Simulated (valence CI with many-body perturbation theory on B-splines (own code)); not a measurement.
## Level structure of Pr36+

Level of theory: configuration interaction combined with many-body perturbation theory (CI+MBPT): five valence electrons over a frozen Dirac-Fock core [Ar], a basis of 7 s, 7 p, 8 d, 6 f, 4 g, 1 h functions for each j, with the one-electron correlation potential Σ1 (screened to all orders), the two-electron term Σ2, the three-electron term Σ3, Breit, model QED; selected single and double excitations, second order for the rest (own B-spline code, finite nucleus).

No measured spectrum was set against this ion. As an estimate, large intervals hold to a few tenths of a per cent, small ones and those within an open d or f shell to about a per cent. Only levels of the ground parity were solved; by the run's estimate the other parity begins above the list, which can be wrong where configurations are misplaced.

Levels 1 to 37 of 37, with energies above the lowest level, (3d3/2^4 3d5/2) J=5/2. "Leading %" is the weight of the configuration and term that name the level; weights of strongly mixed levels are sums over their largest components and can fall short. In the jj column 3d3/2^4 stands for four electrons in 3d with j = 3/2. Lifetimes count E1, E2, E3, M1 and M2 decay at the calculated energies, and are blank where another channel may lead or the interval is too uncertain; long ones can be off by a factor of two.

```tsv
No.	Configuration	Term	J	E (cm⁻¹)	Leading %	Lifetime	Leading jj	Second component
1	3d5	4P	5/2	0	31		3d3/2^4 3d5/2 (78 %)	31 % 3d5 6S
2	3d5	6S	5/2	129570	36	12.3 μs	3d3/2^3 3d5/2^2 (68 %)	25 % 3d5 2F
3	3d5	4G	7/2	202290	41	21.7 μs	3d3/2^3 3d5/2^2 (97 %)	22 % 3d5 2F
4	3d5	4D	3/2	209020	41	6.80 μs	3d3/2^3 3d5/2^2 (96 %)	35 % 3d5 4P
5	3d5	4G	11/2	212290	45		3d3/2^3 3d5/2^2 (95 %)	36 % 3d5 2H
6	3d5	4G	9/2	236510	46	1.31 ms	3d3/2^3 3d5/2^2 (88 %)	20 % 3d5 4F
7	3d5	4D	5/2	247600	38	30.8 μs	3d3/2^3 3d5/2^2 (77 %)	18 % 3d5 4G
8	3d5	4P	1/2	257660	56	263 μs	3d3/2^3 3d5/2^2 (77 %)	22 % 3d5 4D
9	3d5	2F	7/2	286170	35	110 μs	3d3/2^3 3d5/2^2 (90 %)	27 % 3d5 4F
10	3d5	2D	5/2	328600	34	4.40 μs	3d3/2^2 3d5/2^3 (69 %)	21 % 3d5 4G
11	3d5	2D	3/2	350360	54	30.2 μs	3d3/2^3 3d5/2^2 (65 %)	23 % 3d5 4F
12	3d5	4D	7/2	365590	50	9.09 μs	3d3/2^2 3d5/2^3 (94 %)	35 % 3d5 4G
13	3d5	2I	11/2	372070	55	12.6 μs	3d3/2^2 3d5/2^3 (95 %)	42 % 3d5 4G
14	3d5	4G	9/2	385960	48	13.1 μs	3d3/2^2 3d5/2^3 (88 %)	41 % 3d5 2G
15	3d5	4D	1/2	398090	75	7.09 μs	3d3/2^2 3d5/2^3 (94 %)	15 % 3d5 4P
16	3d5	2I	13/2	402990	100	62.9 μs	3d3/2^2 3d5/2^3 (100 %)	
17	3d5	4P	3/2	407620	52	3.77 μs	3d3/2^2 3d5/2^3 (92 %)	33 % 3d5 4F
18	3d5	2F	5/2	421270	41	7.09 μs	3d3/2^2 3d5/2^3 (89 %)	24 % 3d5 4D
19	3d5	2H	9/2	452930	53	5.27 μs	3d3/2^2 3d5/2^3 (100 %)	46 % 3d5 4F
20	3d5	2G	7/2	467560	61	20.4 μs	3d3/2^2 3d5/2^3 (98 %)	34 % 3d5 2F
21	3d5	4F	5/2	475960	58	5.36 μs	3d3/2^2 3d5/2^3 (93 %)	22 % 3d5 2D
22	3d5	2D	3/2	494020	86	13.9 μs	3d3/2^2 3d5/2^3 (65 %)	8 % 3d5 4F
23	3d5	2F	7/2	513010	45	8.45 μs	3d3/2^2 3d5/2^3 (85 %)	39 % 3d5 2G
24	3d5	2S	1/2	517110	48	5.54 μs	3d3/2^2 3d5/2^3 (62 %)	27 % 3d5 4P
25	3d5	4P	5/2	550740	34	2.29 μs	3d3/2 3d5/2^4 (85 %)	27 % 3d5 2F
26	3d5	2G	9/2	559760	66	12.9 μs	3d3/2^2 3d5/2^3 (83 %)	18 % 3d5 2H
27	3d5	4F	7/2	601010	35	3.36 μs	3d3/2 3d5/2^4 (96 %)	28 % 3d5 2F
28	3d5	2H	11/2	613280	60	3.89 μs	3d3/2 3d5/2^4 (98 %)	27 % 3d5 2I
29	3d5	2D	3/2	625290	48	2.67 μs	3d3/2 3d5/2^4 (86 %)	24 % 3d5 4D
30	3d5	2D	5/2	647770	64	4.28 μs	3d3/2 3d5/2^4 (53 %)	24 % 3d5 2F
31	3d5	2P	3/2	665730	77	9.35 μs	3d3/2^2 3d5/2^3 (87 %)	18 % 3d5 2D
32	3d5	2G	9/2	667430	73	4.97 μs	3d3/2 3d5/2^4 (81 %)	11 % 3d5 2H
33	3d5	2D	5/2	694260	66	4.75 μs	3d3/2^2 3d5/2^3 (41 %)	21 % 3d5 2F
34	3d5	2G	7/2	709000	66	4.65 μs	3d3/2 3d5/2^4 (90 %)	27 % 3d5 2F
35	3d5	2P	1/2	774140	71	4.14 μs	3d3/2 3d5/2^4 (76 %)	24 % 3d5 2S
36	3d5	2D	3/2	854600	76	2.75 μs	3d3/2 3d5/2^4 (88 %)	19 % 3d5 2P
37	3d5	2D	5/2	857700	61	1.73 μs	3d5/2^5 (73 %)	16 % 3d5 2F
```

The ionisation energy to 3d4 3P_0 of the next ion comes out as 2501.1 eV (NIST: 2501 ± 5 eV (theoretical)). All 37 levels together are meant to be complete up to 892120 cm⁻¹.
